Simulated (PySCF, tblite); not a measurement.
Isomers of C5H10NO (doublet state). Computed with GFN2-xTB (tblite): harmonic, unscaled wavenumbers at the GFN2-xTB geometry, gas phase. Against measured fundamentals such values can be off by several per cent, at times by over 20. One conformer each. Open shells enter through the occupations alone, without spin polarisation, and single modes of such species can be off by tens of per cent.

Electronic energies: B3LYP/pcH-1 single points on the GFN2-xTB geometries (PySCF, gas phase).

```json
{"SMILES": "C[N]C(=O)C(C)C", "electronic energy, lowest = 0 (kcal/mol)": "23.9"}
{"SMILES": "[CH]1CCCOCN1", "electronic energy, lowest = 0 (kcal/mol)": "29.5"}
{"SMILES": "C1CCOC[N]C1", "electronic energy, lowest = 0 (kcal/mol)": "34.0"}
{"SMILES": "CNC(=O)[C](C)C", "electronic energy, lowest = 0 (kcal/mol)": "0.0"}
```

**Question.** How do GFN2-xTB zero-point energies change the relative energies?

**Answer.** 
```json
{"SMILES": "CNC(=O)[C](C)C", "ZPE (kcal/mol)": "88.4", "of it from modes above 1550 cm⁻¹": "45.7", "electronic (kcal/mol)": "0.0", "with ZPE, lowest = 0 (kcal/mol)": "0.0", "lowest mode (cm⁻¹)": "57", "rings": "0"}
{"SMILES": "C[N]C(=O)C(C)C", "ZPE (kcal/mol)": "88.6", "of it from modes above 1550 cm⁻¹": "42.8", "electronic (kcal/mol)": "23.9", "with ZPE, lowest = 0 (kcal/mol)": "24.1", "lowest mode (cm⁻¹)": "26", "rings": "0"}
{"SMILES": "[CH]1CCCOCN1", "ZPE (kcal/mol)": "91.3", "of it from modes above 1550 cm⁻¹": "42.9", "electronic (kcal/mol)": "29.5", "with ZPE, lowest = 0 (kcal/mol)": "32.4", "lowest mode (cm⁻¹)": "121", "rings": "1"}
{"SMILES": "C1CCOC[N]C1", "ZPE (kcal/mol)": "91.0", "of it from modes above 1550 cm⁻¹": "41.6", "electronic (kcal/mol)": "34.0", "with ZPE, lowest = 0 (kcal/mol)": "36.6", "lowest mode (cm⁻¹)": "113", "rings": "1"}
```

The zero-point energies span 2.9 kcal/mol, from `CNC(=O)[C](C)C` to `[CH]1CCCOCN1`. The order is unchanged.

**Question.** And how do the electronic energies of GFN2-xTB itself compare?

**Answer.** `CNC(=O)[C](C)C` 0.0; `C[N]C(=O)C(C)C` 10.9; `[CH]1CCCOCN1` 12.9; `C1CCOC[N]C1` 12.5 kcal/mol, lowest = 0. Against the energies above, taken from the same isomer `CNC(=O)[C](C)C`, the largest difference is 21.5 kcal/mol.

**Question.** What do entropy and thermal enthalpy add at 298.15 K and 1 bar (rigid rotor, harmonic oscillator, one conformer each)?

**Answer.** 
```json
{"SMILES": "C[N]C(=O)C(C)C", "point group": "C1", "symmetry number": "1", "S (cal/(mol K))": "95.3", "H − H(0) (kcal/mol)": "6.39", "ZPE + H − H(0) − TS (kcal/mol)": "66.6"}
{"SMILES": "[CH]1CCCOCN1", "point group": "C1", "symmetry number": "1", "S (cal/(mol K))": "81.9", "H − H(0) (kcal/mol)": "4.91", "ZPE + H − H(0) − TS (kcal/mol)": "71.8"}
{"SMILES": "C1CCOC[N]C1", "point group": "C1", "symmetry number": "1", "S (cal/(mol K))": "81.5", "H − H(0) (kcal/mol)": "4.78", "ZPE + H − H(0) − TS (kcal/mol)": "71.5"}
```

S holds R ln(2S + 1) for the spin.

Not tabulated: `CNC(=O)[C](C)C` (point group not settled).
